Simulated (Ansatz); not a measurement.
The same molecule with X = B, Al, In. Ansatz, PBE0-D4/def2-TZVP geometries, multiplicity 1. Each molecule was computed in one conformer, which needn't be the lowest.

Elements past krypton have def2 core potentials.

| X | molecule | mean X–C bond length / Å | mean X–O bond length / Å | mean X–S bond length / Å | size of the dipole moment (ωB97M-V/def2-TZVPP) / D | HOMO–LUMO gap (B3LYP/def2-TZVPP) / eV | HOMO–LUMO gap (PBE0/def2-TZVPP) / eV |
| --- | --- | --- | --- | --- | --- | --- | --- |
| B | `CCB(O)S` | 1.570 | 1.359 | 1.829 | 0.28 | 7.20 | 7.79 |
| In | `C[CH2][In]([OH])[SH]` | 2.153 | 1.993 | 2.383 | 3.35 | 5.74 | 6.31 |

Q: Give the row for X = Al, `C[CH2][Al]([OH])[SH]`. (An estimate is asked.)

A: Ansatz gave: 
```
 X                molecule  mean X–C bond length / Å  mean X–O bond length / Å  mean X–S bond length / Å  size of the dipole moment (ωB97M-V/def2-TZVPP) / D  HOMO–LUMO gap (B3LYP/def2-TZVPP) / eV  HOMO–LUMO gap (PBE0/def2-TZVPP) / eV
Al  `C[CH2][Al]([OH])[SH]`                     1.945                     1.694                     2.195                                                0.90                                   6.86                                  7.43
```

From B to In the mean X–C bond length rises at each step, by 0.583 Å in all; the mean X–O bond length rises at each step, by 0.634 Å in all; the mean X–S bond length rises at each step, by 0.554 Å in all; the HOMO–LUMO gap (B3LYP/def2-TZVPP) falls at each step, by 1.46 eV in all; the HOMO–LUMO gap (PBE0/def2-TZVPP) falls at each step, by 1.48 eV in all. Bonds lengthen as the atom grows down the group. Dipoles are sizes alone, and their direction can turn along the series.

B3LYP here is the variant with VWN-RPA as its local correlation; programs differ in this.
